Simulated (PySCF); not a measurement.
**Calculated NMR parameters of O=CC#CC#C[SiH2]Cl**

```yaml
Formula: C5H3ClOSi
SMILES: O=CC#CC#C[SiH2]Cl
InChI: InChI=1S/C5H3ClOSi/c6-8-5-3-1-2-4-7/h4H,8H2
Point_group_of_the_computed_structure: Cs
Degrees_of_unsaturation: 5
Carbon_signals: 5
Proton_signals: 2
```

Mapped SMILES: `[O:1]=[CH:2][C:3]#[C:4][C:5]#[C:6][SiH2:7][Cl:8]`; H(Xn) means a hydrogen on atom n.

Non-relativistic Hamiltonian, gas phase, one conformer, rapidly exchanging positions averaged. GFN2-xTB structure; shieldings: GIAO PBE0/pcSseg-1; PySCF 2.14.0 with density-fitted response routines.

References, each an isolated molecule treated in the same way: TMS for $^{1}$H (31.72 ppm), $^{13}$C (186.93 ppm), $^{29}$Si (349.16 ppm); $^{17}$O (336.08 ppm) against H2O.

```tsv
carbon	δC, type	δH (multiplicity)	HMBC from (2–3 bonds)	span of the C tensor (ppm)
C2	180.8, CH	9.60 (s)	–	191
C3	77.8, C	–	H(C2)	277
C4	87.9, C	–	H(C2)	167
C5	97.6, C	–	H(Si7)	257
C6	101.8, C	–	H(Si7)	255
```

Other nuclei:
```json
{"atoms": "H(Si7)", "nucleus": "$^{1}$H", "environment": "hydrogen on a silicon bonded to C, Cl", "δ (ppm)": "5.36", "σ (ppm)": "26.36"}
{"atoms": "Si7", "nucleus": "$^{29}$Si", "environment": "silicon bonded to C, Cl, 2 H", "δ (ppm)": "-46.1", "σ (ppm)": "395.3"}
{"atoms": "O1", "nucleus": "$^{17}$O", "environment": "aldehyde oxygen", "δ (ppm)": "774.6", "σ (ppm)": "-438.5"}
```

Carbon types of the structure: 4 × C, 1 × CH, leaving 2 H on heteroatoms. δC 180.8: aldehyde carbonyl carbon; low-lying n→π* states of the double bond to the heteroatom give a large paramagnetic term (-245 ppm). δC 101.8, 97.6, 87.9, 77.8: alkyne carbon; sp carbons lie upfield of alkene carbons because the cylindrical π system leaves one tensor component strongly shielded. δH 9.60: hydrogen on an aldehyde carbonyl carbon; the formyl region, downfield of aromatic protons. δH 5.36: hydrogen on a silicon bonded to C, Cl.

Shifts are as computed. Against solution values, carbons near 30 ppm lie about +3 ppm off and those near 130 ppm about +5 ppm. Of 1309 compounds with measured shifts, 239 miss one by over three times the rms of a fit or turn the order of signals round; such compounds aren't used in these exercises. Unscaled 17O shifts of doubly bonded oxygen tend to come out too high, by tens of ppm or more. Experimental scales use liquid or dissolved standards, which lie at an offset from isolated H2O (liquid H2O: subtract about 36 ppm). No couplings were computed; multiplicities are counted from neighbouring protons, with m where these are inequivalent, close in shift, in a saturated or five-membered ring or joined by F or P, and br s for small geminal =CH2 splittings.
